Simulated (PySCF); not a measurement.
## Si+: excitation energy

Si+ [Ne] 3s2 3p1 (2P) → Si+ [Ne] 3s1 3p2 (4P), as a difference of total energies. Calculation: PySCF 2.14, in dyall-av3z (19s12p3d2f, 84 functions); the spin-free X2C one-electron Hamiltonian (Gaussian nucleus). Correlated levels: valence: [Ne] frozen; virtual orbitals above 40 to 60 times the deepest correlated orbital energy dropped. The calculations carry no spin-orbit coupling.

| method | excitation energy (cm⁻¹) |
| --- | --- |
| UHF | 31665 |
| LDA | 43561 |
| PBE | 42591 |
| PBE0 | 41294 |
| r2SCAN | 37935 |
| TPSSh | 41755 |
| LC-wPBE | 39992 |
| HSE06 | 41406 |
| B2PLYP | 43461 |
| MP2 (valence) | 38705 |
| SCS-MP2 (valence) | 41505 |

Errors of the correlated levels include the incompleteness of this basis and the frozen core.

Question: Which method comes closest to the reference value, and which is furthest?

Answer: The reference is 42811 cm⁻¹ (measured; NIST levels, between the centres of gravity of the two terms). Closest: PBE (error -219.31 cm⁻¹); furthest: UHF (error -11146 cm⁻¹).
